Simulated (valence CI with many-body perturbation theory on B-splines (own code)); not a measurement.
**Which ion has this spectrum?**

A relativistic CI+MBPT calculation for an atom or ion with 33 electrons gives these levels (cm⁻¹):

```tsv
J	Parity	E	g
3/2	odd	0	1.38
3/2	odd	523380	1.45
5/2	odd	563915	1.20
1/2	odd	614818	0.66
3/2	even	1123331	0.80
3/2	odd	1145299	1.30
5/2	even	1202798	1.45
5/2	even	1323514	1.24
1/2	even	1342328	2.14
3/2	even	1361265	1.16
3/2	even	1645427	0.93
5/2	even	1646580	0.97
1/2	even	1649494	0.24
7/2	even	1687022	1.06
```

The energies are calculated, and their last digits are not significant.

(1) Which is it?
A. Er35+
B. Tm36+
C. Hf39+
D. Yb37+

Results:

(1) D. Yb37+, ground level (4s^2 4p1/2^2 4p3/2) J=3/2.
